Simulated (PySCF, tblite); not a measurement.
Isomers of C6H10ClO (doublet state). Level: GFN2-xTB in tblite, geometry and Hessian alike; calculated harmonic values, unscaled, isolated species. The method is semi-empirical: single wavenumbers can be off by several per cent or more. One conformer each. Open shells enter through the occupations alone, without spin polarisation, and single modes of such species can be off by tens of per cent.

Electronic energies: B3LYP/pcH-1 single points on the GFN2-xTB geometries (PySCF, gas phase).

| SMILES | electronic energy, lowest = 0 (kJ/mol) |
| --- | --- |
| O[C@@H]1CC[CH][C@@H](Cl)C1 | 0.0 |
| O[C@@H]1C[CH]C[C@@H](Cl)C1 | 13.9 |
| [CH2][C@@]1(CCl)CCOC1 | 82.7 |
| C[C@]1([CH]Cl)CCOC1 | 69.4 |
| C[C]1C[C@H]1OCCCl | 180.3 |

Question: How do GFN2-xTB zero-point energies change the relative energies?

Answer: 
```csv
SMILES,ZPE (kJ/mol),of it from modes above 1550 cm⁻¹,electronic (kJ/mol),"with ZPE, lowest = 0 (kJ/mol)",lowest mode (cm⁻¹),rings
O[C@@H]1CC[CH][C@@H](Cl)C1,385.4,180.8,0.0,0.0,97,1
O[C@@H]1C[CH]C[C@@H](Cl)C1,385.8,180.9,13.9,14.2,109,1
C[C@]1([CH]Cl)CCOC1,385.3,179.2,69.4,69.2,23,1
[CH2][C@@]1(CCl)CCOC1,381.2,180.0,82.7,78.5,48,1
C[C]1C[C@H]1OCCCl,377.4,177.6,180.3,172.3,40,1
```

The zero-point energies span 8.4 kJ/mol, from `C[C]1C[C@H]1OCCCl` to `O[C@@H]1C[CH]C[C@@H](Cl)C1`. The order is unchanged.

Question: And how do the electronic energies of GFN2-xTB itself compare?

Answer: `O[C@@H]1CC[CH][C@@H](Cl)C1` 0.0; `O[C@@H]1C[CH]C[C@@H](Cl)C1` 15.3; `C[C@]1([CH]Cl)CCOC1` 18.1; `[CH2][C@@]1(CCl)CCOC1` 60.8; `C[C]1C[C@H]1OCCCl` 165.8 kJ/mol, lowest = 0. Against the energies above, taken from the same isomer `O[C@@H]1CC[CH][C@@H](Cl)C1`, the largest difference is 51.3 kJ/mol.

Question: What do entropy and thermal enthalpy add at 298.15 K and 1 bar (rigid rotor, harmonic oscillator, one conformer each)?

Answer: 
```csv
SMILES,point group,symmetry number,S (J/(mol K)),H − H(0) (kJ/mol),ZPE + H − H(0) − TS (kJ/mol)
O[C@@H]1CC[CH][C@@H](Cl)C1,C1,1,382.7,24.89,296.2
O[C@@H]1C[CH]C[C@@H](Cl)C1,C1,1,378.3,24.47,297.5
[CH2][C@@]1(CCl)CCOC1,C1,1,396.6,25.98,289.0
C[C]1C[C@H]1OCCCl,C1,1,418.3,27.65,280.3
```

S holds R ln(2S + 1) for the spin.

Not tabulated: `C[C@]1([CH]Cl)CCOC1` (lowest mode only 23 cm⁻¹).
